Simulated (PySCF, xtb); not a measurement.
SnHFCl₂, SMILES [F][SnH]([Cl])[Cl].

Harmonic wavenumbers (cm⁻¹) from GFN2-xTB in xtb at its own minimum, in rising order: 94, 112, 113, 294, 336, 396, 406, 420, 1368.

### Question
What does PBE0-D3(BJ)/def2-SVP (PySCF) give at its own minimum? (Estimate from the structure and the level; the computed values follow.)

### Answer
110, 149, 157, 388, 405, 555, 556, 655, 1999. Paired by order, the mean absolute difference is 160 cm⁻¹ and the zero-point energies are 5.1 and 7.1 kcal/mol.
